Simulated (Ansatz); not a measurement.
Cartesian coordinates in Å:
```
F -1.8691 -1.2080 0.4466
Si -1.1354 0.0587 -0.1899
Cl -1.7905 1.7272 0.7990
Ge 1.2143 -0.1574 0.0914
H -1.5909 0.1706 -1.5945
H 1.7172 -1.4302 -0.6067
H 1.5502 -0.2251 1.5868
H 1.9042 1.0642 -0.5328
```

The species carries charge 0 and has multiplicity 1.

(1) List the r2SCAN/def2-TZVPP orbital energies in eV (Ansatz 0.2.0). (An estimate is asked.)

## Answers

(1) The calculation gave: Occupied: -10834.39, -2753.64, -1793.09, -1349.54, -1199.58, -1199.58, -1199.58, -666.51, -255.04, -193.58, -193.45, -193.44, -167.69, -143.33, -117.38, -117.37, -117.37, -98.25, -98.20, -98.14, -31.62, -30.68, -30.68, -30.65, -30.60, -30.60, -21.82, -15.16, -13.83, -11.82, -11.59, -11.29, -9.76, -9.20, -9.04, -8.90, -8.63, -7.44. Lowest empty: -0.99, -0.73, 0.03, 0.53, 1.18, 1.39, 1.91, 3.65.
